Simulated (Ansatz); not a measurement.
A structure relaxed at PBE0-D4/def2-TZVP, charge 0, multiplicity 1:

Cartesian coordinates in Å:
```
N 0.177 -1.369 -0.493
Si 0.160 0.312 -0.340
N -0.318 0.732 1.219
F 1.622 0.767 -0.778
Cl -1.089 1.353 -1.594
H -0.635 -1.911 -0.252
H 0.728 -1.809 -1.211
H 0.106 0.308 2.027
H -0.751 1.617 1.420
```

(1) Give its formula and SMILES.

(2) Summarise the bond lengths by kind.

## Answers

(1) ClFH4N2Si, `N[Si](N)(F)Cl`.

(2) 2 × N–Si 1.684 to 1.688 Å; 4 × H–N 1.005 to 1.007 Å; 1 × F–Si 1.593 Å; 1 × Cl–Si 2.053 Å.

All numbers were calculated with Ansatz.
